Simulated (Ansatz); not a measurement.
`[F][SbH][SeH]` + `[SH][In]([Cl])[Cl]` → `[F][SbH][SH]` + `[Cl][In]([Cl])[SeH]`  (redistribution)

Calculated with Ansatz (gas phase, PBE0-D4/def2-TZVP geometries, no zero-point term in ΔE). CCSD(T)/CBS is the MP2 limit (def2-TZVPP, def2-QZVPP) plus CCSD(T) − MP2 in def2-TZVPP, frozen cores. Functionals use def2-TZVPP. B3LYP here is the variant with VWN-RPA as its local correlation; programs differ in this. def2 core potentials past Kr. For In, Sb, Se outer-core shells are correlated without core-valence functions, which leaves a few kJ/mol of doubt a bond. Scalar relativity is left out up to krypton. One conformer a species, not always the lowest.

`[F][SbH][SeH]`:

Cartesian coordinates in Å:
```
F -1.540 -0.264 1.265
Sb -1.047 -0.261 -0.593
Se 0.809 1.473 -0.526
H 0.044 -1.566 -0.373
H 1.733 0.618 0.228
```

`[SH][In]([Cl])[Cl]`:

Z-matrix (Å, degrees):
```
In
S 1 2.354
Cl 1 2.309 2 121.0
Cl 1 2.303 2 121.9 3 -180.0
H 2 1.345 1 92.0 3 -0.3
```

`[F][SbH][SH]`:

```xyz
5

F     0.804   -0.349    1.755
Sb    0.536    0.975    0.388
S    -1.601    0.239   -0.432
H     1.415    0.050   -0.761
H    -1.154   -0.915   -0.951
```

`[Cl][In]([Cl])[SeH]`:

Cartesian coordinates in Å:
```
Cl 0.379 0.552 -2.301
In -0.116 -0.487 -0.298
Cl -0.761 -2.699 -0.422
Se 0.040 0.706 1.862
H 0.459 1.928 1.160
```

```csv
level,ΔE (eV)
PBE-D4,-0.06
CAM-B3LYP-D4,-0.07
B2PLYP,-0.07
BLYP,-0.06
r2SCAN,-0.06
B3LYP,-0.06
MP2/def2-SVP,-0.03
HF/def2-QZVPP,-0.07
```

Question: What does CCSD(T)/CBS give? (Best estimate.)

Answer: Computed: -0.06 eV. The listed levels differ from it by 0.00, -0.01, -0.01, 0.00, 0.00, 0.00, 0.03, -0.01 eV.

Question: What do rigid-rotor, harmonic-oscillator terms from PBE0-D4/def2-TZVP frequencies (298.15 K, 1 bar) make of the CCSD(T)/CBS value? (Estimate.)

Answer: The calculation gave: ΔZPE = 0.00 eV, ΔH = -0.06 eV, ΔS = 0 J/(mol·K), ΔG = -0.06 eV.

Largest T1 diagnostic among the species: 0.014.

At CCSD(T), def2-SVP lies +0.03 eV from the extrapolated value and def2-TZVPP −0.01 eV. Leaving LDA and LC-ωPBE aside and taking each functional with its dispersion term where it has one, the values, not all of them listed here, spread over 0.01 eV, from B97M-V to PBE-D4.
